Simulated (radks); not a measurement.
The numbers below are computed, except where a source is named.
Problem. Dy51+, configuration [Ne] 3s2 3p3. Code: a radial shooting solver on a logarithmic mesh with Libxc functionals. Model: scalar-relativistic Kohn-Sham, PBE, spin-unpolarised, spherical densities, finite nucleus; Fermi nuclear charge, rms radius 5.2218 fm. Some entries of the table are withheld. Estimate them.

| orbital | occ. | eigenvalue (eV) | <r> (bohr) |
|---|---|---|---|
| 1s | 2 | -57303.02 | 0.02111 |
| 2s | 2 | -12434.01 | 0.08869 |
| 2p | 6 | (1) | 0.07830 |
| 3s | 2 | (2) | 0.2147 |
| 3p | 3 | -4646.329 | (3) |
| 3d | 0 | -4354.546 | 0.1846 |
| 4s | 0 | -2617.749 | (4) |

Solution. 
(1) 2p eigenvalue (eV): -11457.95
(2) 3s eigenvalue (eV): -4941.330
(3) 3p <r> (bohr): 0.2095
(4) 4s <r> (bohr): 0.4007
